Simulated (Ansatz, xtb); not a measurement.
## Relative energy of two isomers of C5H3NO3

Structure I: `O=Cc1coc(C=O)n1`, a singlet. Structure II: `O=Cc1cnc(C=O)o1`, a singlet. Both are isolated molecules in the gas phase, relaxed with B3LYP/def2-SVP; each stands in its lowest conformer found.

I (Å):

```xyz
12

C     0.8648    0.1049    0.8807
C    -0.1077    0.1412   -0.2297
C    -0.3378    1.1626   -1.1252
C    -1.6439   -0.4894   -1.5560
C    -2.7000   -1.2321   -2.2750
N    -0.9577   -0.9006   -0.5309
O     1.6097    1.0197    1.1440
O    -1.3069    0.7681   -1.9641
O    -3.3053   -0.7994   -3.2234
H     0.8527   -0.8498    1.4619
H     0.0905    2.1518   -1.2634
H    -2.8758   -2.2447   -1.8392
```

II (Å):

```xyz
12

C     0.8436    0.6324    1.6340
C    -0.2262   -0.3407    1.3786
C    -1.0698   -1.0592    2.1990
C    -1.5310   -1.5691    0.1929
C    -2.1188   -2.1557   -1.0322
N    -1.8884   -1.8313    1.4251
O     1.1655    0.9745    2.7478
O    -1.7568   -1.8840   -2.1492
O    -0.5282   -0.6731    0.0948
H     1.3348    1.0300    0.7121
H    -1.1133   -1.0464    3.2865
H    -2.9373   -2.8794   -0.8052
```

Quicker runs give these differences E(II) − E(I): GFN2-xTB +0.004 eV; HF/STO-3G +0.030 eV (at GFN2-xTB geometries); r2SCAN-D4/def2-SVP +0.004 eV (at GFN2-xTB geometries).

Estimate E(II) − E(I) at the level CCSD(T)/def2-SVP + ΔMP2/def2-TZVPP.

CCSD(T)/def2-SVP + ΔMP2/def2-TZVPP gives E(II) − E(I) = +0.024 eV, slightly favouring structure I, which is too small a margin to settle the true order.

How the difference moves with the method:

```
                             level        geometry  E(II) − E(I) (eV)  departure from the last row (eV)  job, with rough time for the two
                          GFN2-xTB        GFN2-xTB              +0.004                            −0.020              optimisation, 0.42 s
                         HF/STO-3G        GFN2-xTB              +0.030                            +0.006               single point, 1.8 s
                r2SCAN-D4/def2-SVP        GFN2-xTB              +0.004                            −0.021                single point, 11 s
                    B3LYP/def2-SVP  B3LYP/def2-SVP              +0.014                            −0.011             optimisation, 2.4 min
                       HF/def2-SVP  B3LYP/def2-SVP              +0.062                            +0.037           part of the CCSD(T) run
                      MP2/def2-SVP  B3LYP/def2-SVP              +0.030                            +0.006           part of the CCSD(T) run
                  CCSD(T)/def2-SVP  B3LYP/def2-SVP              +0.037                            +0.013                      single point
CCSD(T)/def2-SVP + ΔMP2/def2-TZVPP  B3LYP/def2-SVP              +0.024                                               single point, 5.4 min
```

As drawn, both hold the same kinds of bond in the same numbers.

The largest departure from CCSD(T)/def2-SVP + ΔMP2/def2-TZVPP is that of HF/def2-SVP, 0.037 eV. The last row adds to CCSD(T) the change of the MP2 difference between the two basis sets, here −0.013 eV.

With thermal terms from frequencies at re-optimised GFN2-xTB minima (ideal gas, soft modes damped towards free rotors, one conformer each, 298.15 K, 1 atm): on the last row, ΔE + ΔZPE = +0.025, ΔH = +0.025, ΔG = +0.024 eV.

The correlated steps freeze 9 core orbitals. Programs: Ansatz 0.2.0, xtb 6.7.1; the last row on 2 threads of Intel(R) Xeon(R) Processor @ 2.50GHz (Skylake/Cascade Lake) on a shared host.
